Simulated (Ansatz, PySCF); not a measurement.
This PySCF input computes a r2SCAN/def2-TZVPD energy:

```python
from pyscf import gto, scf, dft

mol = gto.M(
    atom='''
    B    -0.96009521    0.13120463   -0.01370137
    N     0.63504834   -0.13477306   -0.03981207
    H    -1.21385758    1.20242986   -0.47732170
    H    -1.43957867   -0.29568526    0.99363338
    H     0.83054334   -1.10846828    0.17477974
    H     1.17231349    0.43494880    0.62287371
    H     1.00571709    0.05416318   -0.96677382
    ''',
    basis='def2-tzvpd',
    charge=0,
    spin=1,
    verbose=4,
)

mf = dft.UKS(mol, xc='r2scan').density_fit(auxbasis='def2-universal-jkfit')
mf.grids.level = 4
mf.conv_tol = 1e-9
mf.max_cycle = 100
mf.max_memory = 1500
mf.kernel()
if not mf.converged:
    mf = mf.newton()
    mf.kernel(mf.make_rdm1())
for _ in range(2):
    mo, _, stable, _ = mf.stability(return_status=True)
    if stable:
        break
    mf.kernel(mf.make_rdm1(mo, mf.mo_occ))
mf.analyze()
```

Task: Write an input for the same energy in Ansatz (a quantum-chemistry and plane-wave program) and say what it gives.

Result: 
Ansatz 0.2 input:
```yaml
crystal:
  periodic: [false, false, false]
  atoms:
    - {symbol: B, position_ang: [-0.96009521, 0.13120463, -0.01370137]}
    - {symbol: N, position_ang: [0.63504834, -0.13477306, -0.03981207]}
    - {symbol: H, position_ang: [-1.21385758, 1.20242986, -0.47732170]}
    - {symbol: H, position_ang: [-1.43957867, -0.29568526, 0.99363338]}
    - {symbol: H, position_ang: [0.83054334, -1.10846828, 0.17477974]}
    - {symbol: H, position_ang: [1.17231349, 0.43494880, 0.62287371]}
    - {symbol: H, position_ang: [1.00571709, 0.05416318, -0.96677382]}
basis:
  gaussian:
    orbitals: def2-TZVPD
hamiltonian:
  xc: {name: r2SCAN}
magnetization: {spin_polarized: true, initial_magnetization: 1}
output: {forces: true}
```
It gives -82.52534 Eh, and PySCF -82.52540 Eh, a difference of 0.06 mEh, from the treatment of integrals and grids.

It need not be the lowest isomer of its formula.
